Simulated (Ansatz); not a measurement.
# Loss of SiH4: C2H9ClSi2 → C2H5ClSi + SiH4

Species: C2H9ClSi2 `[SiH3]CC[SiH2]Cl`, singlet; C2H5ClSi `C=C[SiH2]Cl`, singlet; SiH4 (silane) `[SiH4]`, singlet. 

Shapes, held fixed at every level: PBE0-D4/def2-TZVP. Flexible molecules stand in one conformer, not always the lowest. Programs: Ansatz 0.2.0. Electronic energies: no zero-point or thermal term.

(1) Estimate ΔE of this reaction.

## Answers

(1) The highest level, CCSD(T)/CBS estimate, gives ΔE = +126.5 kJ/mol; the levels span +87.4 to +145.4. The column of differences is taken from that level and isn't an error. No measured value is set beside it here. The CBS estimate extrapolates MP2 from def2-TZVPP and def2-QZVPP and adds CCSD(T) − MP2 in the triple-zeta set, cores frozen.

```tsv
level	kind	ΔE (kJ/mol)	less CCSD(T)/CBS estimate
HF/def2-TZVPP	Hartree–Fock	+87.4	-39.1
PBE0-D4/def2-TZVPP	global hybrid	+145.4	+18.9
wB97M-V/def2-TZVPP	range-separated hybrid	+132.4	+5.9
wB97X-V/def2-TZVPP	range-separated hybrid	+137.5	+11.0
B2PLYP/def2-TZVPP	double hybrid	+111.8	-14.7
MP2/def2-TZVPP	perturbation theory	+134.9	+8.4
CCSD(T)/CBS estimate	coupled cluster or CI	+126.5	0.0
```
